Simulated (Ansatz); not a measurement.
C$_{3}$H$_{8}$GaS, SMILES `C[CH](C)[Ga][SH]` radical, relaxed with UKS PBE0-D4/def2-TZVP in Ansatz 0.2.0 from a GFN2-xTB geometry. The force threshold is 0.005 eV/Å; the program also tests the step.

Total charge 0; spin multiplicity 2.

Start:

```xyz
13

C     0.573   -1.396    0.274
C     0.877    0.067    0.031
C     0.259    0.988    1.060
Ga   -0.176    0.589   -1.904
S    -2.499    0.470   -1.553
H     1.018   -2.020   -0.505
H    -0.506   -1.565    0.283
H     0.971   -1.721    1.238
H     1.953    0.240   -0.065
H     0.648    0.774    2.059
H     0.477    2.034    0.828
H    -0.824    0.858    1.088
H    -2.772    0.682   -2.836
```

```csv
step,energy (eV),largest force (eV/Å),largest move (Å)
1,-66442.1150,0.818,0.000
2,-66442.2801,0.670,0.191
3,-66442.3266,0.404,0.070
4,-66442.3405,0.167,0.072
5,-66442.3426,0.125,0.040
6,-66442.3437,0.026,0.018
7,-66442.3438,0.007,0.020
8,-66442.3439,0.007,0.011
9,-66442.3439,0.008,0.018
10,-66442.3439,0.012,0.028
11 (rejected),-66442.3439,0.036,0.040
12,-66442.3440,0.012,0.019
13,-66442.3440,0.012,0.011
14,-66442.3440,0.008,0.008
15,-66442.3440,0.002,0.006
```

End:

```xyz
13

C     0.529   -1.377    0.254
C     0.778    0.096   -0.032
C     0.264    0.999    1.078
Ga   -0.172    0.590   -1.763
S    -2.400    0.309   -1.622
H     0.925   -2.028   -0.530
H    -0.538   -1.594    0.358
H     1.011   -1.670    1.195
H     1.844    0.271   -0.194
H     0.742    0.742    2.031
H     0.470    2.056    0.886
H    -0.815    0.893    1.220
H    -2.637    0.713   -2.880
```

Run time 35 s (2 threads of an AMD EPYC 7R13 on a shared host and a share of an NVIDIA H100 80 GB); peak host memory 0.97 GiB.
